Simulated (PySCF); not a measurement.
AlH2Br, SMILES [AlH2][Br].

The structure is a stationary point at B3LYP-D3(BJ)/def2-TZVP.

All values below come from B3LYP/def2-TZVPD (PySCF).

Estimate the frontier levels, gap, dipole moment and polarisability. (The exact figures need the calculation; the answer reports its results.)


```
Property                                                                                                        Value
---------------------------------------------------------------------------------------------  ----------------------
highest occupied level                                                                                       -8.05 eV
lowest empty level                                                                                           -1.98 eV
orbital gap                                                                                                   6.07 eV
dipole moment                                                                                               0.266 e·Å
quadrupole, principal values (traceless, Buckingham form, about the centre of nuclear charge)   -4.39, 0.01, 4.39 D·Å
mean static polarisability                                                                       51.4 bohr³ (7.61 Å³)
polarisability, principal values                                                               42.5, 48.9, 62.7 bohr³
```
